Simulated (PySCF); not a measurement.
C₅H₅F.

```xyz
11

F      0.0013    -2.0646     0.0000
C      0.0442    -0.7408     0.0000
C      1.1472     0.0316     0.0000
C      0.6859     1.4534     0.0000
C     -0.8093     1.3595     0.0000
C     -1.1745     0.0617     0.0000
H      2.1820    -0.3059     0.0000
H      1.0521     2.0123    -0.8815
H      1.0521     2.0123     0.8815
H     -1.4752     2.2229     0.0000
H     -2.1833    -0.3523     0.0000
```
Charge 0, spin multiplicity 1.

Geometry: PBE0-D3(BJ)/def2-SVP. The values are those of a single conformer.

The numbers are results of HF/pcSseg-1 run with PySCF, not measurements. Non-relativistic, no solvent.

Computed absolute GIAO shielding of each atom: isotropic value and principal components (ppm):
```csv
atom,σ(iso),σ11,σ22,σ33,span
F1,347.7,257.6,342.1,443.4,185.9
C2,20.4,-91.1,74.9,77.6,168.7
C3,81.6,-14.2,94.2,164.7,178.9
C4,157.9,149.4,157.9,166.6,17.2
C5,43.8,-86.4,49.8,168.0,254.4
C6,56.0,-64.6,80.4,152.2,216.7
H7,25.8,23.2,25.6,28.6,5.4
H8,28.9,24.2,26.4,36.0,11.8
H9,28.9,24.2,26.4,36.0,11.8
H10,24.9,23.5,24.7,26.4,3.0
H11,25.1,23.3,24.1,28.0,4.8
```
